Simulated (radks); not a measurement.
Trend from Be2+ to Ne2+: ionisation energy by Delta-SCF between NIST ground configurations, and size. Calculated with a radial shooting solver on a logarithmic mesh with Libxc functionals: non-relativistic Kohn-Sham, r2SCAN, spin-polarised, spherical densities, point nucleus; open shells are filled with parallel spins first; meta-GGA in the generalised Kohn-Sham scheme.

species  configuration  configuration of the ion  IE (eV)  NIST (eV)       kind  outermost  <r> outermost (bohr)
Be2+              [He]                       1s1   153.95     153.90     theory         1s                 0.416
B2+           [He] 2s1                      [He]   37.865     37.931       exp.         2s                  1.63
C2+           [He] 2s2                  [He] 2s1   46.621     47.888       exp.         2s                  1.37
N2+       [He] 2s2 2p1                  [He] 2s2   47.312     47.445  semi-emp.         2s                  1.19
O2+       [He] 2s2 2p2              [He] 2s2 2p1   55.903     54.936  semi-emp.         2s                  1.05
F2+       [He] 2s2 2p3              [He] 2s2 2p2   64.196     62.708  semi-emp.         2s                 0.944
Ne2+      [He] 2s2 2p4              [He] 2s2 2p3   62.323     63.423       exp.         2s                 0.840

Reference values: NIST Atomic Spectra Database (exp. = measured, semi-emp. = semi-empirical, theory = theoretical value adopted there). Open shells are spherical and high-spin; term and fine-structure splittings are not resolved.
